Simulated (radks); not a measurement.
The numbers below are computed, except where a source is named.
Valence configurations of the bismuth ion Bi2+. Level of theory: non-relativistic Kohn-Sham, PBE, spin-polarised, spherical densities, point nucleus; open shells are filled with parallel spins first (spin-orbit coupling, left out, can overturn this in heavy ions); relativity is left out, which matters for an element this heavy (a radial shooting solver on a logarithmic mesh with Libxc functionals). Energies are relative to [Hg] 6p1; eigenvalues in eV for spin up.

| valence | E (eV) | moment (Bohr magnetons) | e(4f) | e(5d) | e(6p) | e(6s) |
|---|---|---|---|---|---|---|
| [Hg] 6p1 | 0.000 | 1 | -190.55 | -48.034 | -19.404 | -27.103 |
| [Xe] 4f14 5d9 6s2 6p2 | 29.865 | 3 | -197.69 | -53.689 | -21.405 | -29.653 |
| [Xe] 4f14 5d8 6s2 6p3 | 62.469 | 5 | -204.80 | -59.220 | -23.218 | -31.997 |
| [Xe] 4f13.5 5d9.5 6s1 6p3 | 109.70 | 5 | -206.28 | -55.569 | -22.413 | -30.828 |
| [Xe] 4f13 5d9 6s2 6p3 | 215.51 | 5 | -220.37 | -61.137 | -23.386 | -32.233 |
| [Xe] 4f12.5 5d9.5 6s2 6p3 | 296.45 | 5 | -228.27 | -62.092 | -23.467 | -32.347 |
| [Xe] 4f12 5d10 6s2 6p3 | 380.38 | 5 | -236.24 | -63.046 | -23.546 | -32.458 |
| [Xe] 4f12 5d9 6s2 6p4 | 423.05 | 5 | -243.81 | -68.819 | -24.843 | -34.289 |

NIST lists [Hg] 6p1 as the ground configuration; this level of theory agrees among the configurations tried. The energies are those of spherical high-spin densities, not of single terms. Relativity is left out, which favours d and f over s occupation in heavy atoms.
